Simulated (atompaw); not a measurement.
# What one change does to a pseudopotential (tungsten, PAW (atompaw))

```json
{"Element": "W", "Generator": "atompaw 4.2.0.5", "Type": "PAW", "Functional": "LDA (PW92)", "Relativity": "scalar-relativistic", "Frozen core": "[Kr] 4d10 4f14", "Valence charge": "14", "Reference configuration": "5s2 5p6 5d4 6s1.5 6p0 (charge +0.5)", "Partial waves": "5s (bound): rc 1.75 bohr; 6s (bound): rc 2.95 bohr; 5p (bound): rc 2.25 bohr; 6p (bound, empty): rc 2.95 bohr; 5d (bound): rc 2.95 bohr; 5d channel at 0.05 Ry: rc 2.95 bohr", "Local potential": "bessel scheme, radius 2.80 bohr", "Core correction": "smooth core density matched at 2.45 bohr", "Augmentation charge": "besselshape compensation charge, radius 2.80 bohr; PAW radius 2.95 bohr; waves and projectors: custom rrkj vanderbiltortho"}
```

Change: wave 5d channel at 0.05 Ry: rc 2.95 bohr becomes 5d channel at -0.46 Ry: rc 2.95 bohr.

Cutoffs: the cutoffs (Ry, on a coarse ladder) from which the occupation-weighted sum of valence levels, in a spherical-Bessel basis at the reference potential, stays within 10 and 1 mRy of its value at 400 Ry; they do not see the model core or the augmentation charge, which bear on the density cutoff.

What does the change do?

The potential gets neither clearly harder nor softer (18 Ry and 35 Ry → 18 Ry and 35 Ry); the s channel sets the loose cutoff, while the largest relative change is in d, which becomes harder; the range in which the d phases agree narrows (upper end at the end of the scan → 1.6); neither file shows a bound ghost.

| quantity | base | changed |
| --- | --- | --- |
| cutoff, loose | 18 Ry | 18 Ry |
| cutoff, tight | 35 Ry | 35 Ry |
| loose cutoff by channel (10 mRy a level) | s 18 Ry, p 15 Ry, d 8 Ry | s 18 Ry, p 15 Ry, d 10 Ry |
| bound ghosts | none | none |
| s: phases at 2.97 bohr within 0.05 rad from the reference energy up to (Ry; the scan ends near 5) | 1.9 | 1.9 |
| p: phases at 2.97 bohr within 0.05 rad from the reference energy up to (Ry; the scan ends near 5) | 3.9 | 3.9 |
| d: phases at 2.97 bohr within 0.05 rad from the reference energy up to (Ry; the scan ends near 5) | to the end of the scan | 1.6 |
| lowest overlap eigenvalue by channel | s 0.37, p 0.62, d 0.24 | s 0.37, p 0.62, d 1.00 |

 The cutoffs see the waves, projectors and local potential, not the compensation charge or the core.
